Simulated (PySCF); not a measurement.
## Continuum solvent and chemical shifts

Geometry:
```csv
atom,x (Å),y (Å),z (Å)
C1,3.607,0.738,-0.929
C2,2.394,-0.015,-0.668
C3,1.373,-0.641,-0.444
P4,-0.041,-1.675,-0.217
C5,0.068,-1.989,1.608
C6,-1.357,-0.409,-0.252
C7,-1.285,0.964,-0.183
C8,-2.559,1.591,-0.253
C9,-3.584,0.688,-0.374
S10,-3.000,-0.923,-0.424
H11,4.267,0.204,-1.631
H12,3.370,1.719,-1.371
H13,4.171,0.916,0.000
H14,0.922,-2.654,1.802
H15,-0.853,-2.503,1.920
H16,0.181,-1.058,2.181
H17,-0.336,1.493,-0.089
H18,-2.714,2.671,-0.213
H19,-4.653,0.888,-0.441
```

GIAO PBE0/pcSseg-1 in PySCF 2.14 on one PBE0-D3(BJ)/def2-SVP conformer, non-relativistic, equivalent nuclei averaged. Solvents enter as an IEF-PCM continuum (chloroform with ε = 4.7) around the gas-phase geometry. Shifts are referred to TMS, CS2 computed in the same medium.

Gas phase, δ in ppm: C6 150.8, C9 138.5, C7 137.0, C8 132.3, C2 111.7, C3 82.4, C5 23.1, C1 6.1, S10 241.6, H17 7.70, H19 7.34, H18 7.17, H11/H12/H13 2.13, H14/H15/H16 1.36. Dipole moment 2.27 D.

Problem. How does each δ change in the continuum?

Solution. 
```json
{"atoms": "C6", "environment": "substituted aromatic carbon next to the ring sulfur", "Δδ, chloroform": "+0.4"}
{"atoms": "C9", "environment": "aromatic CH next to the ring sulfur", "Δδ, chloroform": "+2.0"}
{"atoms": "C7", "environment": "aromatic CH", "Δδ, chloroform": "+1.1"}
{"atoms": "C8", "environment": "aromatic CH", "Δδ, chloroform": "+1.5"}
{"atoms": "C2", "environment": "alkyne carbon", "Δδ, chloroform": "+3.7"}
{"atoms": "C3", "environment": "alkyne carbon", "Δδ, chloroform": "-1.3"}
{"atoms": "C5", "environment": "methyl carbon bonded to P", "Δδ, chloroform": "+0.5"}
{"atoms": "C1", "environment": "propargylic methyl carbon", "Δδ, chloroform": "+0.1"}
{"atoms": "S10", "environment": "aromatic ring sulfur", "Δδ, chloroform": "-2.4"}
{"atoms": "H17", "environment": "hydrogen on an aromatic CH", "Δδ, chloroform": "+0.09"}
{"atoms": "H19", "environment": "hydrogen on an aromatic CH next to the ring sulfur", "Δδ, chloroform": "+0.25"}
{"atoms": "H18", "environment": "hydrogen on an aromatic CH", "Δδ, chloroform": "+0.19"}
{"atoms": "H11/H12/H13", "environment": "hydrogen on a propargylic methyl carbon", "Δδ, chloroform": "+0.12"}
{"atoms": "H14/H15/H16", "environment": "hydrogen on a methyl carbon bonded to P", "Δδ, chloroform": "+0.10"}
```

Changes are relative to the gas phase. The dipole moment becomes 2.76 D in chloroform.

Problem. Which of the listed nuclei move most (in ppm), and what does the model miss?

Solution. C2 (alkyne carbon, +3.7 ppm) in chloroform. A continuum only polarises the solute; specific hydrogen bonds, the anisotropy of aromatic solvents and changes of geometry or conformer are outside it.
